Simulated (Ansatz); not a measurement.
AuClF₃P, SMILES `F[P+](F)(F)[Au-][Cl]` at its PBE0-D4/def2-TZVP geometry, where that method's forces vanish. Charge 0, multiplicity 1. Au takes the def2 core potential.

```csv
atom,x (Å),y (Å),z (Å)
F1,-0.362,1.642,-1.075
P2,0.146,0.240,-0.681
F3,1.624,0.367,-1.102
F4,-0.397,-0.581,-1.868
Au5,-0.283,-0.468,1.326
Cl6,-0.728,-1.200,3.400
```

(1) For each bond, give half the difference of the two atoms' forces along it (eV/Å; positive pushes the atoms apart) under PBE-D4, r2SCAN-D4, B3LYP-D4, ωB97M-V in def2-TZVPP. (Best estimate.)

Answers

(1) The calculation gave: 
```json
{"bond": "F1–P2", "length (Å)": "1.543", "PBE-D4": "0.76", "r2SCAN-D4": "0.23", "B3LYP-D4": "0.22", "ωB97M-V": "0.07"}
{"bond": "P2–F3", "length (Å)": "1.543", "PBE-D4": "0.76", "r2SCAN-D4": "0.23", "B3LYP-D4": "0.22", "ωB97M-V": "0.07"}
{"bond": "P2–F4", "length (Å)": "1.543", "PBE-D4": "0.76", "r2SCAN-D4": "0.23", "B3LYP-D4": "0.22", "ωB97M-V": "0.07"}
{"bond": "P2–Au5", "length (Å)": "2.171", "PBE-D4": "-0.58", "r2SCAN-D4": "-0.42", "B3LYP-D4": "-0.05", "ωB97M-V": "0.01"}
{"bond": "Au5–Cl6", "length (Å)": "2.243", "PBE-D4": "0.06", "r2SCAN-D4": "0.13", "B3LYP-D4": "0.17", "ωB97M-V": "0.08"}
```

B3LYP here is the variant with VWN-RPA as its local correlation; programs differ in this.

Program: Ansatz 0.2.0.
